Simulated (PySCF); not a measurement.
# Exercise with solution: chemical shift, span and skew from a shielding tensor

1,1,1-trifluoropropane (C₃H₅F₃), SMILES FC(F)(CC)F. Atoms are numbered in the order given.

```xyz
11

C     -0.0905    -2.0822     0.0000
C      0.8036    -0.8443     0.0000
C      0.0219     0.4498     0.0000
F     -0.7744     0.5562     1.0852
F      0.8407     1.5206     0.0000
F     -0.7744     0.5562    -1.0852
H     -0.7351    -2.0989    -0.8912
H     -0.7351    -2.0989     0.8912
H      0.5225    -2.9948     0.0000
H      1.4555    -0.8220    -0.8868
H      1.4555    -0.8220     0.8868
```
Charge 0, spin multiplicity 1.

Geometry optimised at TPSSh-D3(BJ)/def2-SVP.

GIAO shieldings from PBE/pcSseg-1 run with PySCF, non-relativistic, no solvent. The symmetric part of the tensor of C3 has the principal values 35.4, 38.8, 41.8 ppm. The same nucleus in TMS has σ = 182.0 ppm at this level (PySCF, at its B3LYP-D3(BJ)/def2-TZVP geometry).

Task: Work out the isotropic shielding, the ¹³C shift against TMS, the span and the skew.

Result: 
σ(iso) = (σ11 + σ22 + σ33)/3 = 38.7 ppm. δ = σ(ref) − σ(iso) = 182.0 − (38.7) = 143.3 ppm.
Span Ω = σ33 − σ11 = 6.4 ppm. Skew κ = 3(σ(iso) − σ22)/Ω = -0.06. Tumbling in solution averages the tensor to δ; in a static solid the shielding alone would spread this spin-1/2 line over Ω.
